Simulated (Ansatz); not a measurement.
`C[O][In]([OH])[Br]`, charge 0, multiplicity 1.

(1) Give a relaxed structure at PBE0-D4/def2-TZVP (the Gaussian-basis code of Ansatz). (Best estimate.)

Answers

(1) Ansatz gave: 
```xyz
9

C     0.385   -0.396    1.595
O     0.253   -0.757    0.240
In   -0.316    0.508   -1.156
O    -0.568   -0.168   -2.983
Br   -0.646    2.862   -0.597
H     0.548    0.678    1.750
H     1.245   -0.928    2.016
H    -0.506   -0.685    2.165
H    -0.396   -1.113   -3.031
```
This is one stationary point; other conformers may exist.
